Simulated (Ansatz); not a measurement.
The pair A = SiH4 (SMILES [SiH4]) (first 5 atoms), B = C3H4 (SMILES C=C=C); geometry from B3LYP-D3(BJ)/def2-TZVP.
(charge 0, multiplicity 1):
| atom | x (Å) | y (Å) | z (Å) |
|---|---|---|---|
| Si | -0.1137 | 0.3464 | 0.2517 |
| H | 1.2281 | 0.6215 | 0.8093 |
| H | -0.0152 | 0.2466 | -1.2242 |
| H | -1.0399 | 1.4455 | 0.6010 |
| H | -0.6271 | -0.9333 | 0.7873 |
| C | -0.4238 | 0.9505 | 3.8185 |
| C | 0.0814 | -0.2476 | 3.8332 |
| C | 0.5865 | -1.4449 | 3.8349 |
| H | 0.2028 | 1.8234 | 3.6764 |
| H | -1.4873 | 1.1151 | 3.9469 |
| H | 0.6781 | -2.0143 | 2.9171 |
| H | 0.9308 | -1.9110 | 4.7507 |

Correlated levels freeze the cores. MP2 and its Hartree–Fock in aug-cc-pV(T+d)Z are density fitted.

The values were computed with Ansatz (a program for electronic structure). Values without a source in brackets are computed.

The counterpoise-corrected interaction energy is E(AB) − E(A in the pair's basis) − E(B in the pair's basis). Total energies (hartree):

| level | AB | A in the pair's basis | B in the pair's basis |
|---|---|---|---|
| HF/aug-cc-pV(D+d)Z | -407.1259872 | -291.2506315 | -115.8771049 |
| MP2/aug-cc-pV(D+d)Z | -407.6569284 | -291.3726212 | -116.2819357 |
| HF/aug-cc-pV(T+d)Z | -407.1692544 | -291.2639125 | -115.9070862 |
| MP2/aug-cc-pV(T+d)Z | -407.8032008 | -291.4096884 | -116.3906226 |
| CCSD(T)/aug-cc-pV(D+d)Z | -407.7425922 | -291.4074408 | -116.3330467 |

Task: Work out the counterpoise-corrected interaction energy at the basis-set limit: extrapolate the MP2 correlation part as X⁻³, take Hartree–Fock from the larger set, and add the CCSD(T) − MP2 difference of aug-cc-pV(D+d)Z.

Result: 
1. Differences (1 hartree = 627.509 kcal/mol): HF/aug-cc-pV(D+d)Z 1.098; MP2/aug-cc-pV(D+d)Z -1.488; HF/aug-cc-pV(T+d)Z 1.095; MP2/aug-cc-pV(T+d)Z -1.813; CCSD(T)/aug-cc-pV(D+d)Z -1.321.
2. Correlation parts, MP2 less HF: -2.586 in aug-cc-pV(D+d)Z (X = 2), -2.908 in aug-cc-pV(T+d)Z (X = 3).
3. Limit (3³·(-2.908) − 2³·(-2.586))/(3³ − 2³) = -3.044; with HF/aug-cc-pV(T+d)Z it gives -1.949.
4. CCSD(T) less MP2 in aug-cc-pV(D+d)Z: 0.167.
Result: -1.78 kcal/mol, against -1.49 at MP2/aug-cc-pV(D+d)Z. It is an estimate of this method's limit, not of the exact value.
